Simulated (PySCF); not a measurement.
## Ionising InO

UHF-CCSD(T); PySCF, scalar-relativistic core potentials, basis sets In def2-SVPD with ECP28, O def2-SVPD. Neutral (UHF): doublet (π ↑), Re = 2.133 Å, ωe = 486 cm⁻¹, De = 3.30 eV.

InO⁺ (UHF): triplet (π ↑↑), Re = 3.036 Å, ωe = 110 cm⁻¹, De = 0.20 eV to In⁺ + O. The energies at the minima are -264.24603 hartree for InO and -263.93144 for InO⁺.

Problem. Work out the adiabatic ionisation energy, without and with harmonic zero-point energies (1 hartree = 27.2114 eV, 1 eV = 8065.5 cm⁻¹), and the change of the bond length.

Solution. At UHF-CCSD(T): 0.31459 hartree = 8.560 eV between the minima; the zero-point term (110.0 − 486.0)/2 cm⁻¹ = -0.023 eV makes it 8.537 eV. Re changes by +90.3 pm against the neutral. The electron leaves a π orbital, and the ion is left as a loose complex of an ion and an atom.

InO⁻ (RHF): singlet (closed shell), Re = 1.974 Å, ωe = 630 cm⁻¹. The energies at the minima are -264.24603 hartree for InO and -264.32826 for InO⁻.

Problem. Work out the adiabatic electron affinity, without and with harmonic zero-point energies (1 hartree = 27.2114 eV, 1 eV = 8065.5 cm⁻¹), and the change of the bond length.

Solution. At CCSD(T): 0.08223 hartree = 2.238 eV between the minima; the zero-point term (486.0 − 630.0)/2 cm⁻¹ = -0.009 eV makes it 2.229 eV. Re changes by -15.9 pm against the neutral. The electron enters a π orbital, and the shorter bond of the ion fits a bonding orbital, or a change in how ionic the bond is.

Correlated steps freeze 5 core orbitals. Weak bonds: InO⁺. Basis-set superposition, not corrected here, can be much of De in a small basis, most of all at correlated wavefunction levels. Spin–orbit coupling is left out, which matters for elements this heavy, above all for dissociation energies. For an ion De counts to the pair picked by the measured ionisation energies or electron affinities, which need not be the lowest pair at this level. The CCSD T1 diagnostic is raised in InO⁻, a sign that a single reference may not be enough there. States were picked by a PBE0 search and need not be the measured ground states.

Neutral and ion stand on different kinds of reference determinant, which adds to the error of the difference.
